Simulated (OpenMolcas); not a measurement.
**Lines of I+: computed and rescaled rates**

* Program: OpenMolcas
* Method: CASSCF
* Basis: ANO-R3 [8s7p5d4f3g2h]
* Scalar Hamiltonian: X2C, finite nucleus
* Active space: 4 electrons in 3 orbitals (5p)
* State averaging: 2S+1 = 3 even, 3 roots; 2S+1 = 1 even, 6 roots kept (CI in the orbitals of an earlier block)
* Spin-orbit coupling: RASSI with atomic mean-field integrals over the reference wave functions, term energies averaged over their components

Rates come from the transition moments of the reference wave functions (E1 and E2 in the length form). At fixed line strength A goes as λ^-3 for E1 and M1 and as λ^-5 for E2, so a rate at the computed wavelength can be rescaled to the measured one. Measured vacuum wavelengths follow from level energies in NIST Handbook of Basic Atomic Spectroscopic Data. Branching counts decays inside the model space alone, at computed energies, and the table is only a selection of the E2 and M1 lines, drawn from those between levels with measured partners whose computed energy lies within a factor of 1.5 of the measured one.

```json
{"Upper": "5s2 5p4 3P1", "Lower": "5s2 5p4 3P2", "Type": "M1", "λ computed (nm)": "1605", "λ measured (nm)": "1411", "A computed (s-1)": "5.13e+00", "A rescaled (s-1)": "7.55e+00", "Branching %": "99.8"}
{"Upper": "5s2 5p4 3P0", "Lower": "5s2 5p4 3P2", "Type": "E2", "λ computed (nm)": "1517", "λ measured (nm)": "1551", "A computed (s-1)": "2.46e-02", "A rescaled (s-1)": "2.20e-02", "Branching %": "91.2"}
{"Upper": "5s2 5p4 1D2", "Lower": "5s2 5p4 3P1", "Type": "M1", "λ computed (nm)": "1075", "λ measured (nm)": "1506", "A computed (s-1)": "6.71e-01", "A rescaled (s-1)": "", "Branching %": "6.9"}
{"Upper": "5s2 5p4 1D2", "Lower": "5s2 5p4 3P2", "Type": "M1", "λ computed (nm)": "643.7", "λ measured (nm)": "728.5", "A computed (s-1)": "8.79e+00", "A rescaled (s-1)": "", "Branching %": "90.2"}
{"Upper": "5s2 5p4 1D2", "Lower": "5s2 5p4 3P2", "Type": "E2", "λ computed (nm)": "643.7", "λ measured (nm)": "728.5", "A computed (s-1)": "2.83e-01", "A rescaled (s-1)": "", "Branching %": "2.9"}
{"Upper": "5s2 5p4 1S0", "Lower": "5s2 5p4 1D2", "Type": "E2", "λ computed (nm)": "561.7", "λ measured (nm)": "634", "A computed (s-1)": "1.14e+01", "A rescaled (s-1)": "6.22e+00", "Branching %": "10.8"}
{"Upper": "5s2 5p4 1S0", "Lower": "5s2 5p4 3P1", "Type": "M1", "λ computed (nm)": "368.9", "λ measured (nm)": "446.1", "A computed (s-1)": "9.19e+01", "A rescaled (s-1)": "", "Branching %": "86.8"}
{"Upper": "5s2 5p4 1S0", "Lower": "5s2 5p4 3P2", "Type": "E2", "λ computed (nm)": "299.9", "λ measured (nm)": "339", "A computed (s-1)": "2.60e+00", "A rescaled (s-1)": "", "Branching %": "2.5"}
```

Spin-changing lines and M1 lines between different terms are not rescaled, since their strength hangs on the term gaps too.

The largest correction is for 5s2 5p4 1S0 → 5s2 5p4 1D2 (E2): 1.14e+01 × (561.7 / 634)^5 = 6.22e+00 s-1, a factor of 0.55.

The computed order of these levels differs from the measured one in 1 place, and where term gaps are wrong the rates of spin-changing lines can be off by large factors.

No measured rate stands beside these. Rescaling mends the energy factor alone: line strengths can still be far off where a level mixes with configurations outside the active space, and weak or spin-changing lines hang on small mixing coefficients that depend on the term gaps too, so rescaling need not improve them.

Terms from blocks run as CI alone lack orbitals of their own. With the s shell closed, the reference lacks s² → p² mixing. Computed and measured levels are paired by configuration, term and J; levels that our copy of the source lacks, or whose pairing is in doubt (as where it misses far off the trend of its configuration), stay unpaired. Only configurations of the active space appear.
